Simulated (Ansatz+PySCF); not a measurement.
singlet Mg₄O₄: levels of theory in one basis

```xyz
8

Mg   -0.9369   -0.9369   -0.9369
O    -1.0190   -1.0190    1.0190
O    -1.0190    1.0190   -1.0190
Mg   -0.9369    0.9369    0.9369
O     1.0190   -1.0190   -1.0190
Mg    0.9369   -0.9369    0.9369
Mg    0.9369    0.9369   -0.9369
O     1.0190    1.0190    1.0190
```

Basis set: def2-SVP (spherical functions). Left uncorrelated: 8 orbitals. Charge 0, multiplicity 1.

Computed with Ansatz (development build ahead of 0.2.0); each method stands on the lowest determinant of its kind that the runs found.

```csv
method,E − E(RHF) (eV),<S²> of the determinant
RHF,0.00,0.00
```

**Question.** What does RHF-MP2 give on the same scale?

**Answer.** -24.90 eV.

**Question.** Is a single determinant a sound starting point here?

**Answer.** By this sign, yes. Unrestricted orbitals gain 0.00 eV and <S²> is 0.00 against 0.00 for a pure state.
